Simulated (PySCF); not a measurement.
Assignment exercise: C5H14OSi3

Cartesian coordinates in Å; atom numbers follow the order of the lines, from 1:
```xyz
23

C    -2.235    1.018    0.305
C    -1.037    0.250   -0.242
C    -1.447   -1.158   -0.694
Si    0.174   -2.143   -0.776
C     1.153   -0.862    0.228
Si    2.465    0.178   -0.687
O     2.240    1.604    0.088
Si    0.998    1.765    1.142
C     0.091    0.117    0.792
H    -2.634    0.515    1.185
H    -1.957    2.030    0.589
H    -3.025    1.074   -0.442
H    -0.639    0.786   -1.113
H    -1.999   -1.118   -1.632
H    -2.122   -1.588    0.049
H     0.679   -2.334   -2.140
H     0.074   -3.450   -0.113
H     1.665   -1.345    1.066
H     3.841   -0.227   -0.421
H     2.189    0.422   -2.099
H     1.556    1.825    2.491
H     0.319    2.989    0.737
H    -0.351   -0.320    1.695
```

All values are calculated (PySCF): GFN2-xTB structure, shielding tensors at PBE0/pcSseg-1 (GIAO). One averaged value for each set of equivalent atoms, no solvent, no relativistic terms, one conformer.

Chemical shifts δ = σref − σ; 13C, 1H against TMS, all at this level.

Q: Assign these signals to the numbered atoms. 13C{1H} NMR (computed): δ 43.2, 41.3, 25.9, 24.1, 12.2.

A: 
43.2 → C9, sp3 CH bonded to Si
41.3 → C2, sp3 CH in a ring: saturated and bonded to C and H only
25.9 → C1, methyl carbon: aliphatic region, no heteroatom directly attached
24.1 → C3, sp3 CH2 bonded to Si
12.2 → C5, sp3 CH bonded to 2 Si

C9 and C2; C1 and C3 lie closer than the usual error of such a calculation, so a measured spectrum could show them in the other order.

Q: Assign these signals to the numbered atoms. 1H NMR (500 MHz, computed): δ 5.22 (m, 1H), 5.18 (m, 1H), 5.07 (m, 1H), 5.01 (m, 1H), 4.46 (m, 1H), 4.26 (m, 1H), 1.45 (m, 1H), 1.36 (m, 1H), 1.19 (d, 3H), 1.16 (m, 1H), 1.10 (m, 1H), 0.65 (m, 1H).

A: 
```tsv
δ (ppm)	atoms	environment	reason
5.22	H19	hydrogen on a silicon bonded to C, O, in a 5-membered ring	–
5.18	H22	hydrogen on a silicon bonded to C, O, in a 5-membered ring	–
5.07	H21	hydrogen on a silicon bonded to C, O, in a 5-membered ring	–
5.01	H20	hydrogen on a silicon bonded to C, O, in a 5-membered ring	–
4.46	H17	hydrogen on a silicon bonded to 2 C, in a 5-membered ring	–
4.26	H16	hydrogen on a silicon bonded to 2 C, in a 5-membered ring	–
1.45	H13	hydrogen on an sp3 CH in a ring	–
1.36	H14	hydrogen on an sp3 CH2 bonded to Si	–
1.19	H10/H11/H12	hydrogen on a methyl carbon	far from electronegative atoms and π systems
1.16	H23	hydrogen on an sp3 CH bonded to Si	–
1.10	H18	hydrogen on an sp3 CH bonded to 2 Si	–
0.65	H15	hydrogen on an sp3 CH2 bonded to Si	an electropositive neighbour shields it, as in TMS itself
```

H19 and H22; H22 and H21; H21 and H20; H13 and H14; H10/H11/H12 and H23; H23 and H18 lie closer than the usual error of such a calculation, so a measured spectrum could show them in the other order.

Shifts are as computed. Against solution values, carbons near 30 ppm lie about +3 ppm off and those near 130 ppm about +5 ppm. Of 1211 compounds with measured shifts, 218 miss one by over three times the rms of a fit or turn the order of signals round; such compounds aren't used in these exercises. Multiplicities follow the n + 1 count of equivalent neighbours, as no J values were calculated; m marks all less simple cases, F and P coupling included.
